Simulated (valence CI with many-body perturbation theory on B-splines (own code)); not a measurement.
# Gd50+: E2, M1 decay

Calculated by configuration interaction combined with many-body perturbation theory (CI+MBPT): four valence electrons over a frozen Dirac-Fock core [Ne], a basis of 11 s, 11 p, 10 d, 8 f, 5 g, 2 h functions for each j, with the one-electron correlation potential Σ1 (screened to all orders), the two-electron term Σ2, the three-electron term Σ3, Breit, model QED; selected single and double excitations, second order for the rest, scaled by the run's own slope (own B-spline code, finite nucleus).

No measured spectrum was set against this ion. As an estimate, large intervals hold to a few tenths of a per cent, small ones and those within an open d or f shell to about a per cent. Among the levels kept, up to 600 cm⁻¹ of a level comes from second order outside the variational space, and about a tenth of that is noise between levels of different J, which matters for small intervals.

Lines 1 to 8 of 8 in falling wavelength, among levels below 79.466 Ry, chosen from the decays that carry over 1 % of a level's rate. Wavelengths and rates use the calculated energies. Electric multipoles are in the length gauge, E1 and E2 with the static RPA response of the core. Weak lines are less certain than strong ones. Lines between different terms over intervals too small for the method are left out, as are lines whose strength nearly cancels.

Levels are named by their leading jj configuration (3d3/2^4 stands for four electrons in 3d with j = 3/2), which in mixed levels can hold well under half, so a name can repeat and another be missing.

| λ vac (Å) | Upper | Lower | Type | A (s⁻¹) | Branch % |
| --- | --- | --- | --- | --- | --- |
| 135.7 | (3s^2 3p3/2 3d5/2) J=4 | (3s 3p1/2 3p3/2^2) J=3 | M1 | 4.85e+05 | 1.6 |
| 74.47 | (3s^2 3p3/2 3d5/2) J=4 | (3s^2 3p1/2 3d5/2) J=3 | M1 | 2.58e+07 | 84.8 |
| 72.51 | (3s^2 3p1/2 3p3/2) J=1 | (3s^2 3p1/2^2) J=0 | M1 | 3.27e+07 | 100.0 |
| 70.13 | (3s^2 3p3/2^2) J=2 | (3s^2 3p1/2 3p3/2) J=2 | M1 | 2.68e+07 | 41.4 |
| 69.30 | (3s^2 3p1/2 3p3/2) J=2 | (3s^2 3p1/2^2) J=0 | E2 | 2.90e+05 | 99.6 |
| 67.12 | (3s^2 3p3/2^2) J=2 | (3s^2 3p1/2 3p3/2) J=1 | M1 | 2.78e+07 | 43.0 |
| 63.94 | (3s^2 3p3/2^2) J=0 | (3s^2 3p1/2 3p3/2) J=2 | E2 | 1.13e+06 | 1.4 |
| 61.43 | (3s^2 3p3/2^2) J=0 | (3s^2 3p1/2 3p3/2) J=1 | M1 | 6.78e+07 | 85.0 |
